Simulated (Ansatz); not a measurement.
Basis sets compared for the cluster ZrGe₁₂⁺ (the lowest doublet isomer of a short search). Charge 1, multiplicity 2. Geometry PBE-D4/def2-SVP. Ansatz on 2 threads of AMD EPYC 7R13 on a shared host and a share (18 GiB) of an NVIDIA H100 80GB HBM3; times are rough, and most runs start from earlier orbitals.

```xyz
13

Zr    0.266   -0.030   -0.826
Ge   -0.046    0.266    2.221
Ge   -1.759    1.349    0.642
Ge   -2.409    0.997   -1.730
Ge    0.326    2.859    0.353
Ge    2.064    1.977   -1.288
Ge    1.912   -1.453    1.032
Ge   -1.755   -1.574   -2.388
Ge   -1.118   -1.984    1.603
Ge    2.211    1.409    1.542
Ge   -2.810   -1.138   -0.140
Ge   -0.324   -2.789   -0.681
Ge    3.441    0.111   -0.341
```

In the def2 sets Zr takes a core potential; there is no spin–orbit coupling. Single mean-field runs in def2-SVP, def2-TZVP are fitted with def2-universal-jkfit. No other spin state of charge 1 was run. Another isomer (doublet) lies 0.07 eV lower at PBE0-D4/def2-TZVP; other spin states weren't run for this one.

```json
{"level": "PBE-D4/def2-SVP", "functions": "415", "energy (Eh)": "-24964.4551", "HOMO (eV)": "-8.54", "LUMO (eV)": "-8.24", "wall time": "7.5 s"}
{"level": "PBE0-D4/def2-SVP", "functions": "415", "energy (Eh)": "-24964.9834", "HOMO (eV)": "-9.32", "LUMO (eV)": "-7.83", "wall time": "18 s"}
```

Question: Estimate the rows for PBE-D4/def2-TZVP (with forces), PBE0-D4/def2-TZVP.

Answer: 
| level | functions | energy (Eh) | HOMO (eV) | LUMO (eV) | wall time |
| --- | --- | --- | --- | --- | --- |
| PBE-D4/def2-TZVP (with forces) | 616 | -24967.6091 | -8.45 | -8.15 | 11 s |
| PBE0-D4/def2-TZVP | 616 | -24968.1360 | -9.22 | -7.71 | 16 s |
